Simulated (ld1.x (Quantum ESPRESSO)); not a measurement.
# zirconium (Zr), TM: configuration errors across variants

Zr (Z = 40), norm-conserving Troullier–Martins (Kleinman–Bylander form), made with ld1.x (Quantum ESPRESSO) 7.5 (LDA (PZ), scalar-relativistic). Core [Ar] 3d10, reference 4s2 4p6 4d2 5s1.5 5p0 (charge +0.5). Waves: 4p (bound): rc 2.25 bohr; 4d (bound): rc 1.80 bohr; 4s (bound): rc 1.55 bohr. Local part: the s channel. Core correction: none.

Occupied shells without a wave of their own: 5s. They enter only through the test configuration that unscreens the potential.

All-electron excitation energies from the reference (eV): (1) 4s2 4p6 4d2 5s2 5p0 -2.971; (2) 4s2 4p6 4d2 5s1 5p0 4.381; (3) 4s2 4p6 4d2 5s0 5p0 17.622; (4) 4s1 4p6 4d2 5s2 5p0 57.599; (5) 4s2 4p6 4d2.5 5s1.5 5p0 -2.445; (6) 4s2 4p6 4d1 5s2 5p0 4.850; (7) 4s2 4p6 4d1 5s0 5p0 40.443; (8) 4s2 4p6 4d2 5s1.5 5p0 spin -0.700; (9) 4s2 4p6 4d2 5s2 5p0 spin -3.455.

Spin tests fill each open shell by Hund’s rule, majority spin first.

For the base: The 5s level has no wave, so the channel is fitted at the deeper level alone: the likely source of the large errors.

The file “all radii scaled by about 1.14 (s 1.76, p 2.56, d 2.04 bohr)” misses its own reference levels by 0.6 eV. The file “all radii scaled by about 1.36 (s 2.12, p 3.06, d 2.46 bohr)” misses its own reference levels by 1.8 eV.

Errors AE − PS in meV (a dash: test not solved or not reliable):

```tsv
change	(1)	(2)	(3)	(4)	(5)	(6)	(7)	(8)	(9)	bound ghosts
base	+113	-146	-565	+319	+0.9	+187	-794	+25	+128	none
all radii scaled by about 0.79 (s 1.22, p 1.76, d 1.42 bohr)	+27	-35	-135	+113	0.0	+48	-184	+20	+41	none
all radii scaled by about 0.87 (s 1.34, p 1.96, d 1.56 bohr)	+40	-51	-197	+150	+0.1	+68	-271	+21	+55	none
all radii scaled by about 1.14 (s 1.76, p 2.56, d 2.04 bohr)	+267	-344	-1331	+647	+1.9	+426	-1867	+31	+279	none
all radii scaled by about 1.36 (s 2.12, p 3.06, d 2.46 bohr)	+795	-1009	-3821	+1711	+5.8	+1173	-5105	+48	+797	none
```

**Question.** Give the same row for: all radii scaled by about 1.25 (s 1.94, p 2.82, d 2.24 bohr).

**Answer.** +486, -624, -2399, +1089, +2.7, +747, -3313, +39, +493; bound ghosts: none.
